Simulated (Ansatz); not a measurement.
A basis-limit estimate, worked out

The pair of H2O (SMILES O, atoms 1–3) and AlF3 (SMILES F[Al](F)F, atoms 4–7), both closed shells, in one local arrangement (a lower one may exist), relaxed at PBE0-D4/def2-TZVP:

```xyz
7
angstrom
O 0.0435 0.6528 -0.9136
H -0.7347 0.4798 -1.4578
H 0.8302 0.4227 -1.4234
F 1.3670 -1.1421 0.5724
Al -0.0271 -0.2760 0.7850
F -0.0114 0.9056 1.9280
F -1.4675 -1.0429 0.5094
```

Both fragments are computed in the basis of the whole pair.

Ansatz 0.2.0; basis: def2-TZVPPD and def2-QZVPPD; cores frozen in the correlated methods.

Energies in eV:

| quantity | pair | first fragment | second fragment |
| --- | --- | --- | --- |
| Hartree–Fock, triple zeta (X = 3) | -16782.13394 | -2069.78140 | -14710.74107 |
| Hartree–Fock, quadruple zeta (X = 4) | -16782.80791 | -2069.86696 | -14711.32123 |
| MP2 correlation, X = 3 | -29.75025 | -7.20212 | -22.68465 |
| MP2 correlation, X = 4 | -32.35707 | -7.73112 | -24.72758 |
| CCSD(T) correlation, X = 3 | -30.71879 | -7.56863 | -23.25067 |

Work out the interaction energy at the basis limit: extrapolate Hartree–Fock as E(X) = E∞ + A exp(−7.88 √X) and the MP2 correlation as E(X) = E∞ + B X^−2.97 (the exponents that Neese and Valeev fitted for def2-TZVPP and QZVPP, reused here for the diffuse sets), then add CCSD(T) − MP2 in triple zeta.

Each step is linear, so take the differences first (pair − first fragment − second fragment): Hartree–Fock -1.61147 (X = 3) and -1.61972 (X = 4); MP2 correlation 0.13652 and 0.10163; CCSD(T) correlation 0.10051.
Two points give E∞ = E(4) + w [E(4) − E(3)], with w = 1/(exp(7.88 (2 − √3)) − 1) = 0.1377 for Hartree–Fock and w = 1/((4/3)^2.97 − 1) = 0.7407 for the correlation.
Hartree–Fock: -1.61972 + 0.1377 × (-0.00825) = -1.6209 eV.
MP2 correlation: 0.10163 + 0.7407 × (-0.03489) = 0.0758 eV.
CCSD(T) − MP2: 0.10051 − 0.13652 = -0.0360 eV.
Sum: -1.6209 + 0.0758 + (-0.0360) = -1.5811 eV, or -36.46 kcal/mol. Plain CCSD(T) in triple zeta gives -1.5110 eV, so the larger basis shifts the result by -0.0701 eV.

No T1 diagnostic of these runs exceeds 0.015.

For scale, one of the runs: CCSD(T)/def2-TZVPPD, 242 basis functions, launched by `ansatz run in.yaml --threads 4 --pin off --events-out ev --progress --plain --max-ram 9574MiB`. The run took 2.6 min on 4 CPU threads of an Arm Neoverse V1 (shared host), with 5 GiB of host memory at its peak.
